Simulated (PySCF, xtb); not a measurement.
W(NH)2(Br)(SH) (BrH3N2SW), SMILES [SH][W](=[NH])([Br])=[NH], multiplicity 1.

GFN2-xTB (xtb 6.7.1) at its own geometry gives an orbital gap of 2.09 eV and a dipole moment of 2.83 D.

Geometry optimised at r2SCAN-D4/def2-SVP. The multiplicity is an assumed one; other spin states were not compared. The def2 effective core potentials stand for the cores of W; spin–orbit coupling is left out. One conformer was computed; it need not be the lowest.

Question: What does PBE/def2-TZVP (PySCF) give? (Estimate from the structure and the level; the computed values follow.)

Answer: gap 3.54 eV (levels -6.49 and -2.95 eV), dipole 2.39 D.
